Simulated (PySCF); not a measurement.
## Electron correlation in Kr⁺ (krypton, charge +1)

[Ar] 3d10 4s2 4p5, 2P determinant. Computed with PySCF 2.14 in def2-TZVPPD (7s6p5d1f, 57 functions), with no relativity, point nucleus. Frozen: [Ar] 3d10; 7 electrons correlated.

MP2 pair energies summed by pair of shells (mhartree):

| pair | energy | share (%) |
| --- | --- | --- |
| 4p-4p | -86.04 | 62.2 |
| 4s-4p | -44.56 | 32.2 |
| 4s-4s | -7.81 | 5.6 |

Total MP2 correlation energy: -138.41 mhartree.

Same-spin part -31.28 and opposite-spin part -107.14 mhartree; SCS-MP2 scales them by 1/3 and 6/5 to -138.99 mhartree.
